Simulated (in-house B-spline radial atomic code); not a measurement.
Atomic self-consistent-field run: Nb II (Nb+) (an excited or competing configuration). Method: scalar-relativistic (X2C) CAM-B3LYP, spin-polarised, spherical fractional occupations, Fermi nucleus of rms radius 4.324 fm. Calculated with an all-electron radial atomic-structure program (B-spline basis).

In the input, 3d5,1 would mean five up and one down electron.

Command:
```bash
python run_scf.py task.json out
```
Settings (nuclear radius in fm, mass in u):
```
Z                41
configuration    1s2 2s2 2p6 3s2 3p6 3d10 4s2 4p3,2 4d1,3 5f0,1
hamiltonian      x2c
method           camb3lyp
spin_polarised   True
nucleus          fermi
rms_radius       4.324
atomic_mass      92.90637
speed_of_light   137.035999084
```

Output (hartree, bohr):
```
 radial grid: 91 intervals, B-splines of order 8, outer radius 102 bohr

 iter        energy (Eh)    residual
    1       -3812.904996    4.17e-01
    2       -3815.307997    2.08e-01
    3       -3817.203532    3.59e-02
    4       -3817.277418    8.17e-03
    5       -3817.283329    6.30e-03
    6       -3817.284152    1.45e-03
    7       -3817.284203    4.90e-04
    8       -3817.284218    6.64e-05
    9       -3817.284218    8.98e-06
   10       -3817.284218    3.78e-06
   11       -3817.284218    6.73e-07
   12       -3817.284218    6.91e-08

 total energy                     -3817.28422
 kinetic                            3951.4869
 electron-nucleus                  -9193.1010
 Hartree                            1543.4112
 exact exchange                      -25.1584
 exchange-correlation                -93.9229

 orbital      occ     eigenvalue          <r>       <r^2>       <1/r>       r_max
 1s up      1.000      -693.2990    0.0356059  0.00172123     43.7343     0.02292
 1s down    1.000      -693.2916    0.0356056  0.00172121     43.7346     0.02292
 2s up      1.000       -98.1997     0.157589   0.0293414     9.77207      0.1331
 2s down    1.000       -98.2042     0.157592   0.0293423      9.7716      0.1331
 2p up      3.000       -87.7645     0.137515   0.0231287     9.29965      0.1062
 2p down    3.000       -87.7643     0.137527   0.0231323      9.2989      0.1062
 3s up      1.000       -17.2750     0.442607    0.224623     3.30298      0.3955
 3s down    1.000       -17.2707      0.44258    0.224584     3.30302      0.3955
 3p up      3.000       -13.8407     0.445196    0.230859     3.10284      0.3892
 3p down    3.000       -13.8352     0.445232    0.230899      3.1026      0.3893
 3d up      5.000        -8.2108     0.432629    0.225559     2.85564      0.3345
 3d down    5.000        -8.2116     0.432339    0.225223     2.85714      0.3344
 4s up      1.000        -2.9923      1.14591     1.48748     1.19299       1.025
 4s down    1.000        -2.9766      1.15137      1.5024     1.18671       1.028
 4p up      3.000        -2.0478      1.27315     1.85491     1.05389       1.111
 4p down    2.000        -1.9781      1.28762     1.89938     1.04108       1.118
 4d up      1.000        -0.5927      1.85514     4.13363    0.718348       1.423
 4d down    3.000        -0.6969      1.82868     3.98034    0.722854       1.432
 5f down    1.000        -0.0496      15.8808     288.881   0.0837358        16.4
```

Time taken, with all properties: 5.1 s on 1 thread of Arm Neoverse V2, with other jobs on the host.

Caution: exact exchange at fractional occupations of open shells leaves self-interaction of up to several eV.

One-electron X2C: radii and densities carry no picture-change correction, so inner-shell <1/r> comes out high (for 1s by about 2 % at Z = 33, 5 % at 54, 10 % at 75, 30 % at 118) and <r> low.
